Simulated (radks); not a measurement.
Values are calculated unless marked as measured or tabulated.
The palladium ion Pd38+, configuration [He] 2s2 2p4.

Level of theory: scalar-relativistic Kohn-Sham, PBE, spin-polarised, spherical densities, finite nucleus; open shells are filled with parallel spins first (spin-orbit coupling, left out, can overturn this in heavy ions); Fermi nuclear charge, rms radius 4.5318 fm (a radial shooting solver on a logarithmic mesh with Libxc functionals).

Energy parts (eV):
part                       energy
total                  -96375.086
kinetic                101019.289
electron-nucleus      -204268.451
Hartree                  8621.779
exchange-correlation    -1747.702

Orbitals (lengths in bohr, moments of r in powers of bohr):
| orbital | occ. | eigenvalue (eV) | <r^2> | <1/r> |
|---|---|---|---|---|
| 1s up | 1 | -26901.54 | 0.001366 | 48.29 |
| 1s down | 1 | -26883.13 | 0.001364 | 48.32 |
| 2s up | 1 | -5960.418 | 0.02089 | 11.38 |
| 2s down | 1 | -5930.174 | 0.02099 | 11.34 |
| 2p up | 3 | -5654.748 | 0.01612 | 10.97 |
| 2p down | 1 | -5618.248 | 0.01622 | 10.95 |
| 3s up | 0 | -2481.121 | 0.1128 | 4.771 |
| 3s down | 0 | -2472.991 | 0.1133 | 4.759 |
| 3p up | 0 | -2386.319 | 0.1049 | 4.633 |
| 3p down | 0 | -2377.162 | 0.1055 | 4.623 |

The highest occupied level is 2p down at -5618.2 eV. Spin moment in Bohr magnetons: 2. The electron density at the nucleus is 1.344e+05 e/bohr^3 (large components only). Summed over all electrons, <r^2> = 0.1092 bohr^2, which gives a Langevin (diamagnetic) susceptibility term of -0.0865 x 10^-6 cm^3/mol. For comparison, the ionisation energy in NIST's Atomic Spectra Database is 5683 eV (semi-empirical). In exact Kohn-Sham theory the highest level is minus the ionisation energy, but local and semilocal functionals leave it too shallow, through self-interaction and a potential that decays too fast; potentials with the right tail come closer.
